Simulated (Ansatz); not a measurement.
Total energies of fac-CrCl3(PH3)3 (CrP3H9Cl3) from Ansatz at r2SCAN-D4/def2-TZVP, gas phase (1 Eh = 27.2114 eV = 2625.5 kJ/mol). The reference geometry is relaxed at PBE-D4/def2-SVP.

```tsv
atom	x (Å)	y (Å)	z (Å)
Cr1	0.1338	-0.9184	0.1575
Cl2	0.0494	-2.2537	-1.7074
P3	0.1734	0.6936	1.9423
H4	-0.9804	1.4812	2.2734
H5	1.1492	1.7457	1.9889
H6	0.4170	0.0950	3.2095
Cl7	2.1536	-1.4655	1.1003
P8	-1.8980	-0.0826	-0.8214
H9	-2.8271	-1.1191	-1.1143
H10	-1.9021	0.5992	-2.0849
H11	-2.7648	0.8150	-0.1113
Cl12	-1.3845	-1.9002	1.5713
P13	1.5854	0.3455	-1.2851
H14	2.6250	-0.4499	-1.8419
H15	2.3686	1.4436	-0.7934
H16	1.1016	0.9706	-2.4836
```

```json
{"state": "charge 0 quartet", "geometry": "reference", "energy (Eh)": "-3454.61727"}
{"state": "charge 1 triplet", "geometry": "reference", "energy (Eh)": "-3454.31811"}
{"state": "charge -1 quintet", "geometry": "reference", "energy (Eh)": "-3454.64524"}
{"state": "free Cr atom (septet)", "geometry": "–", "energy (Eh)": "-1044.41348"}
{"state": "free Cl atom (doublet)", "geometry": "–", "energy (Eh)": "-460.11688"}
{"state": "free P atom (quartet)", "geometry": "–", "energy (Eh)": "-341.23792"}
{"state": "free H atom (doublet)", "geometry": "–", "energy (Eh)": "-0.49993"}
```

Other spin states of the ions weren't run at this level and may lie lower.

Problem. Work out the vertical ionisation energy to the triplet.

Solution. E(charge 1 triplet) − E(charge 0 quartet) = -3454.31811 − (-3454.61727) = 0.29916 Eh = 8.14 eV. For comparison, −ε of the highest occupied level of the spin that leaves is 5.82 eV at this level, 2.32 eV less.

Problem. Work out the vertical electron affinity, to the quintet.

Solution. E(charge 0 quartet) − E(charge -1 quintet) = -3454.61727 − (-3454.64524) = 0.02797 Eh = 0.76 eV. The basis lacks diffuse functions, which makes affinities too small.

Problem. Give the fundamental gap IE − EA, the Mulliken electronegativity (IE + EA)/2 and the hardness (IE − EA)/2.

Solution. From the values in Eh: IE − EA = 0.29916 − 0.02797 = 0.27119 Eh = 7.38 eV; (IE + EA)/2 = 4.45 eV; (IE − EA)/2 = 3.69 eV.

Problem. What is the binding energy per atom against free atoms?

Solution. Atoms: 1 × (-1044.41348) + 3 × (-460.11688) + 3 × (-341.23792) + 9 × (-0.49993) = -3452.97725 Eh. Binding: -3452.97725 − (-3454.61727) = 1.64002 Eh = 44.63 eV, or 2.79 eV for each of 16 atoms (no zero-point energy, no counterpoise term).

At r2SCAN-D4/def2-TZVP the charge 1 triplet is spin-contaminated (final ⟨S²⟩ up to 2.24, 2.00 for a pure state). At r2SCAN-D4/def2-TZVP the highest occupied level of the charge -1 quintet lies above zero (up to 1.51 eV). By energy differences its removal costs 0.76 eV (vertical, to the charge 0 quartet, at r2SCAN-D4/def2-TZVP); self-interaction error and the lack of diffuse functions both raise the level.   The doublet lies 1.02 eV above the quartet at this level but is left out (at the level of its geometry, ⟨S²⟩ 1.76, where a pure state has 0.75).
